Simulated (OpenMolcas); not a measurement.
# Ag2+ in SrO

Ag2+ with its 6 nearest oxide ions at 2.411 Å, on the Sr site of SrO (a = 5.1602 Å, distance in the model lattice 2.580 Å). The rest of the host is ab initio model potentials to 7.6 Å, with orthogonalisation functions on the cations behind the ligands, and point charges beyond; the distance is set by hand and nothing relaxes. Ligand basis ANO-RCC-VDZP.

```json
{
  "Program": "OpenMolcas",
  "Method": "SS-CASPT2, IPEA 0.25 Eh, imaginary shift 0.1 Eh (closed shells correlated: 4s 4p and the ligand valence shells)",
  "Basis": "ANO-RCC-VDZP [6s5p3d1f]",
  "Scalar Hamiltonian": "DKH2, point nucleus",
  "Active space": "9 electrons in 5 orbitals (4d)",
  "State averaging": "2S+1 = 2 even, 5 roots",
  "Spin-orbit coupling": "RASSI with atomic mean-field integrals over the reference wave functions"
}
```

The lowest spin-free states (labels of O, the rotations of Oh), above the lowest:

| State | Degeneracy | E (cm-1) |
| --- | --- | --- |
| 2E | 2 | 0 |
| 2T2 | 3 | 15640 |

The lowest levels with spin-orbit coupling:

```json
{"E (cm-1)": "0", "Degeneracy": "4", "Label": "Γ8", "2S+1": "2", "g": ""}
{"E (cm-1)": "14200", "Degeneracy": "2", "Label": "Γ7", "2S+1": "2", "g": "1.95 1.95 1.95"}
{"E (cm-1)": "16960", "Degeneracy": "4", "Label": "Γ8", "2S+1": "2", "g": ""}
```

Powder χT (cm3 K/mol): 0.492 at 2 K, 0.492 at 10 K, 0.494 at 50 K, 0.496 at 100 K, 0.5 at 200 K, 0.504 at 300 K. The effective moment at 300 K is 2.828 √(χT) = 2.01 μB.

The lowest level has 2S+1 = 2, for which the spin-only value is χT = S(S+1) / 2 = 0.375 cm3 K/mol (g = 2). The computed 0.504 at 300 K differs by +0.129, through orbital momentum, spin-orbit coupling and any other state in reach.

The gap between the two states is 10Dq = 15645 cm-1.

Over all roots computed the reference weight is 0.69 to 0.70; a low but even weight reflects the number of correlated electrons. An orbital doublet at a regular site is open to a Jahn-Teller distortion, which this geometry leaves out. The least metal-like active orbital is 79 % on the metal (Löwdin) and no ligand orbital is active, so the numbers are rough. Ligand-to-metal charge-transfer states are missing. With one d shell and no ligand orbital active, 10Dq can be off by a tenth or more. No measured value stands beside these numbers; the geometry was set by hand and not optimised.
